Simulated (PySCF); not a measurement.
Mg(OH)(NMe2) (C2H7MgNO), SMILES C[N](C)[Mg][OH].

Geometry optimised at PBE0-D3(BJ)/def2-SVP. The structure was generated by enumeration; whether it is a known compound was not checked. One conformer was computed; it need not be the lowest.

These are TDA-PBE/def2-SVPD (PySCF) values and carry that method's errors.

Vertical excitations. Gas-phase values at a fixed geometry. State labels are in the subgroup C2v.

```tsv
state	symmetry	energy (eV)	λ (nm)	f	main pairs
S1	B1	2.61	474	0.013	HOMO→LUMO 100 %
S2	A2	3.80	326	0.000	HOMO→LUMO+1 100 %
S3	B1	4.22	294	0.005	HOMO→LUMO+3 100 %
S4	A1	4.24	292	0.058	HOMO→LUMO+2 96 %
S5	B1	4.78	259	0.037	HOMO−1→LUMO 99 %
S6	B2	4.80	258	0.042	HOMO−2→LUMO 100 %
S7	B1	5.12	242	0.048	HOMO→LUMO+4 99 %
S8	A1	5.60	221	0.056	HOMO−3→LUMO 89 %
S9	A2	5.67	219	0.000	HOMO→LUMO+5 100 %
S10	A2	5.92	209	0.000	HOMO→LUMO+6 98 %
T1	B1	2.41	513	0	HOMO→LUMO 100 %
T2	A2	3.77	329	0	HOMO→LUMO+1 100 %
T3	A1	3.87	321	0	HOMO→LUMO+2 99 %
T4	B1	4.16	298	0	HOMO→LUMO+3 100 %
```
Triplets are in the Tamm–Dancoff approximation.
